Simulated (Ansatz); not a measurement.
Calculated with Ansatz (gas phase, PBE0-D4/def2-TZVP geometries, no zero-point term in ΔE). CCSD(T)/CBS is the MP2 limit (def2-TZVPP, def2-QZVPP) plus CCSD(T) − MP2 in def2-TZVPP, frozen cores. DFT in def2-TZVPP. B3LYP here is the variant with VWN-RPA as its local correlation; programs differ in this. For Ge outer-core shells are correlated without core-valence functions, which leaves a few kJ/mol of doubt a bond. Scalar relativity is left out up to krypton. Each species was taken in one conformer, which may not be the lowest.

`[BH2][GeH2][SiH2][SiH3]` + `[SiH3][SiH2][GeH2][SiH2][SiH3]` → `[SiH3][SiH2][GeH2][GeH2][SiH2][SiH3]` + `B[SiH2][SiH3]`  (redistribution)

`[BH2][GeH2][SiH2][SiH3]`:

```xyz
13

B    -0.342   -0.920    2.146
Ge    0.825   -1.432    0.553
Si   -0.173   -0.317   -1.322
Si   -0.260    1.983   -0.920
H    -1.293   -1.578    2.443
H    -0.136    0.094    2.742
H     0.863   -2.939    0.238
H     2.272   -0.914    0.644
H    -1.552   -0.839   -1.533
H     0.625   -0.601   -2.547
H     1.109    2.502   -0.658
H    -1.098    2.236    0.285
H    -0.842    2.725   -2.071
```

`[SiH3][SiH2][GeH2][SiH2][SiH3]`:

Z-matrix (Å, degrees):
```
Si
Si 1 2.337
H 1 1.488 2 109.4
H 1 1.488 2 109.8 3 118.9
H 1 1.488 2 111.6 3 -120.4
Ge 2 2.382 1 109.3 3 -59.8
H 2 1.490 1 110.4 3 178.2
H 2 1.490 1 109.5 3 59.1
Si 6 2.382 2 109.0 1 50.1
H 6 1.540 2 109.7 1 -70.6
H 6 1.540 2 110.2 1 170.7
Si 9 2.337 6 109.4 2 50.3
H 9 1.490 6 108.6 2 -69.1
H 9 1.490 6 110.7 2 172.1
H 12 1.488 9 109.4 6 -59.3
H 12 1.488 9 111.6 6 -179.7
H 12 1.488 9 109.8 6 59.6
```

`[SiH3][SiH2][GeH2][GeH2][SiH2][SiH3]`:

Cartesian coordinates in Å:
```
Si -1.426 0.390 2.274
Si -1.940 -1.366 0.817
Ge -0.027 -2.165 -0.360
Ge 0.498 -0.739 -2.254
Si 0.589 1.535 -1.557
Si 2.079 1.720 0.235
H -2.630 0.770 3.063
H -0.352 -0.030 3.213
H -0.960 1.584 1.522
H -2.530 -2.480 1.613
H -2.962 -0.917 -0.169
H 1.184 -2.209 0.591
H -0.283 -3.601 -0.858
H 1.853 -1.162 -2.852
H -0.581 -0.931 -3.336
H 1.022 2.415 -2.678
H -0.778 1.952 -1.140
H 3.468 1.523 -0.261
H 1.986 3.049 0.896
H 1.789 0.663 1.242
```

`B[SiH2][SiH3]`:

```xyz
10

B    -1.462   -1.109    0.492
Si    0.362   -0.915   -0.276
Si    0.744    1.406   -0.141
H    -1.622   -1.236    1.670
H    -2.432   -0.998   -0.198
H     0.480   -1.300   -1.710
H     1.443   -1.587    0.498
H     0.708    1.855    1.277
H    -0.298    2.149   -0.899
H     2.077    1.735   -0.713
```

Task: Is it downhill or uphill in electronic energy at CCSD(T)/CBS, and by how much? (Best estimate.)

Result: Ansatz gave: Downhill: ΔE = -5.7 kJ/mol.

Task: What do these levels give: B3LYP-D4, PBE0, CCSD(T)/def2-TZVPP, SCS-MP2/def2-QZVPP, HF/CBS(def2), CCSD/CBS(def2)? (An estimate is asked.)

Result: Computed: B3LYP-D4 -10.6, PBE0 -4.8, CCSD(T)/def2-TZVPP -7.2, SCS-MP2/def2-QZVPP -5.6, HF/CBS(def2) -3.4, CCSD/CBS(def2) -5.0 kJ/mol.

Largest T1 diagnostic among the species: 0.014.

The D4 term adds −5.8 kJ/mol with B3LYP and −3.6 kJ/mol with PBE0; it sums over pairs of atoms, weighted by their polarisabilities, and B3LYP, whose exchange is more repulsive, gets the larger term. In def2-TZVPP, CCSD(T) changes the Hartree–Fock value by −3.8 kJ/mol (the triples alone add −0.6 kJ/mol) and MP2 by −3.8 kJ/mol.
